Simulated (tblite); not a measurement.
Compound: C₅H₇F₃N (doublet state).
Numbering: `[CH3:1][CH2:2]/[CH:3]=[N:4]/[CH:5][C:6]([F:7])([F:8])[F:9]` (hydrogens: H10, H11, H12 on C1; H13, H14 on C2; H15 on C3; H16 on C5)

A start from a force field or distance geometry was refined with GFN2-xTB geometry optimisation, gas phase in tblite. Values at the start:

| coordinate | start |
| --- | --- |
| C1–C2 | 1.505 Å |
| C1–H10 | 1.093 Å |
| C2–C3 | 1.513 Å |
| C2–H13 | 1.081 Å |
| C3=N4 | 1.275 Å |
| C3–H15 | 1.112 Å |
| N4–C5 | 1.368 Å |
| C5–C6 | 1.488 Å |
| C5–H16 | 1.081 Å |
| C6–F7 | 1.357 Å |
| C6–F8 | 1.353 Å |
| C1–C2–C3 | 110.1° |
| C2–C3–N4 | 121.3° |
| C3–N4–C5 | 117.1° |
| N4–C5–C6 | 123.4° |
| C5–C6–F7 | 112.4° |
| C5–C6–F9 | 111.3° |
| F7–C6–F8 | 107.3° |
| F7–C6–F9 | 106.2° |
| C1–C2–C3–N4 | 112° |
| C2–C3–N4–C5 | 180° |
| C3–N4–C5–C6 | 180° |
| N4–C5–C6–F7 | -61° |

Question: How do these coordinates change at the GFN2-xTB level?

Answer: 
| coordinate | GFN2-xTB (Å or °) | change |
| --- | --- | --- |
| N4–C5 | 1.300 | -0.068 |
| C2–C3 | 1.484 | -0.029 |
| C1–C2 | 1.530 | +0.025 |
| C3–H15 | 1.091 | -0.021 |
| C2–H13 | 1.096 | +0.015 |
| C6–F7 | 1.342 | -0.015 |
| C3=N4 | 1.283 | +0.008 |
| C1–H10 | 1.087 | -0.006 |
| C5–H16 | 1.085 | +0.004 |
| C5–C6 | 1.489 | +0.001 |
| C6–F8 | 1.354 | +0.001 |
| C3–N4–C5 | 132.2 | +15.1 |
| N4–C5–C6 | 118.5 | -4.9 |
| F7–C6–F8 | 105.7 | -1.6 |
| C1–C2–C3 | 111.6 | +1.5 |
| C5–C6–F7 | 113.5 | +1.1 |
| F7–C6–F9 | 106.9 | +0.7 |
| C2–C3–N4 | 120.7 | -0.6 |
| C5–C6–F9 | 111.2 | -0.1 |
| N4–C5–C6–F7 | -43 | +18 |
| C2–C3–N4–C5 | 164 | -16 |
| C3–N4–C5–C6 | 164 | -16 |
| C1–C2–C3–N4 | 127 | +15 |

The energy falls by 7.0 kcal/mol over 53 L-BFGS steps, the largest force on an atom goes from 2.82 to 0.008 eV/Å, and the atoms move by 0.300 Å rms after alignment. The bond that changes most is N4–C5 (ends: nitrogen bonded to 2 C; carbon bonded to C, N and H), which shortens by 0.068 Å. Bonds longer at the end by more than 0.005 Å: 3 of 15; shorter: 9. Among the dihedrals that turn most is H16–C5–C6–F7, from 119° to 144°. Rotational constants go from 4201, 611.4, 606.6 to 4247, 627.5, 622.5 MHz.

The run took 0.32 s wall on an Arm Neoverse V1 with one thread, on a shared host.

Its lowest GFN2-xTB frequency is 3i cm⁻¹, too small to tell a flat minimum from a shallow saddle.

One conformer stands for the species.

The numbers are calculated, not measured.
